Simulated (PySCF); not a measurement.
The vertical singlet excitations below were computed for one of the candidates. Method used: TDDFT PBE0/def2-SVPD, vertical, gas phase, core orbitals frozen in the response in PySCF 2.14.0, density-fitted response routines. Geometries: GFN2-xTB, one conformer each.

```csv
state,ν̃ (cm⁻¹),f,"main configurations (H = HOMO, L = LUMO)"
S1,38360,0.0004,H-1→L (96%)
S2,45020,0.408,H→L (95%)
S3,49270,0.0004,H-2→L (99%)
S4,55080,0.0008,"H→L+2 (69%), H→L+1 (27%)"
S5,55690,0.012,"H-3→L (78%), H-4→L (13%)"
S6,56680,0.038,"H-4→L (73%), H-3→L (12%), H-5→L (10%)"
```

Triplets computed (Tamm–Dancoff): 3.54, 4.40 eV.

Question: Which candidate is it? All have the formula C5H7ClO2.
A. `C(/C=C(/Cl)CC)(O)=O`
B. `O=C1C[C@@H](Cl)CCO1`
C. `O=C1CO[C@H](CCl)C1`
D. `CO[C@@H]1C[C@@H]1C(=O)Cl`

Answer: A. Its S1 lies at 4.76 eV; the nearest of the others has S1 at 5.16 eV. S1 is HOMO-1→LUMO (96%). Löwdin shares by element: HOMO carbon 52% or more, chlorine 24%, oxygen 9% or more (atoms not listed hold the other 15%); LUMO carbon 61% or more, oxygen 13% or more (atoms not listed hold the other 26%). At the same level the other candidates give, for their lowest levels:
- `CO[C@@H]1C[C@@H]1C(=O)Cl`: 5.16 eV (f 0.001); 5.61 eV (f 0.003); 6.42 eV (f 0.002); 6.71 eV (f 0.120); 6.95 eV (f 0.076); T1 4.65 eV; HOMO -7.90, LUMO -1.07 eV
- `O=C1CO[C@H](CCl)C1`: 4.32 eV (f 0.000); 5.74 eV (f 0.007); 6.75 eV (f 0.001); 6.83 eV (f 0.002); 6.85 eV (f 0.015); T1 3.76 eV; HOMO -7.44, LUMO -0.94 eV
- `O=C1C[C@@H](Cl)CCO1`: 5.57 eV (f 0.003); 6.92 eV (f 0.006); 6.95 eV (f 0.000); 7.29 eV (f 0.004); 7.49 eV (f 0.029); T1 5.03 eV; HOMO -8.04, LUMO -0.50 eV

Conformer computed: `[CH3:1][CH2:2]/[C:3]([Cl:4])=[CH:5]\[C:6](=[O:7])[OH:8]`: C1–C2–C3–Cl4 -69°, C3–C5–C6–O7 1°, H–O8–C6–C5 180°.
